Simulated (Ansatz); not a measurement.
Born–Oppenheimer molecular dynamics of CH7GeNS (11 atoms, charge 0, multiplicity 1). It starts at the highest image of a converged band. Of that band: The profile has 2 maxima (images 2, 6) with wells between them (image 3): this band takes more than one step, which may be the mechanism or a detour left from its start path. Neighbouring images differ by up to 3.0 eV, so the band resolves the path poorly. A vibrational analysis at the climbing image gives one clearly imaginary mode, 1290i cm⁻¹: a first-order saddle point.

All numbers below come from Ansatz 0.2.0, RKS PBE-D4/def2-SVP.

```json
{
  "ensemble": "NVE (velocity Verlet)",
  "time step": "0.5 fs",
  "steps asked": "200",
  "starting velocities drawn for": "100 K",
  "seed": "6723"
}
```

First frame:

```xyz
11
Properties=species:S:1:pos:R:3
S -0.842 1.833 0.656
C 0.006 1.351 -0.818
N 0.439 -0.247 -0.751
Ge 0.196 -1.338 0.814
H -2.142 1.637 0.261
H 0.954 1.919 -0.883
H -0.335 0.111 -1.497
H 1.337 -0.383 -1.240
H -1.316 -1.495 1.062
H 0.949 -0.750 2.030
H 0.817 -2.695 0.385
```

(1) How far do the bonds stretch over the last three quarters of this one trajectory? (Pairs bonded in most of those frames.)

Answers

(1) 
```
   bond  mean (Å)  spread (Å)  shortest  longest
  S1–C2     1.762       0.034      1.70     1.82
  S1–H5     1.375       0.026      1.33     1.42
  C2–N3     1.451       0.083      1.30     1.63
  C2–H6     1.109       0.016      1.08     1.14
  N3–H7     1.035       0.023      1.00     1.09
  N3–H8     1.035       0.015      1.00     1.06
 Ge4–H9     1.561       0.016      1.52     1.59
Ge4–H10     1.555       0.013      1.54     1.58
Ge4–H11     1.568       0.022      1.52     1.61
```

Mean temperature of the second half: 450 K. The conserved energy stayed within 0.092 meV per atom of its start (net change 0.0045 meV per atom), so the integration is sound. The system heated up, since it started high on the potential surface and ran downhill. A run of 0.1 ps of so small a system gives no equilibrium averages. The orbitals stay closed-shell, which can raise the energy where a bond breaks towards radicals; this wasn't checked here.

Time of the run: 7.4 min on 2 threads of Arm Neoverse V1, on a shared host, peak memory 0.15 GiB.
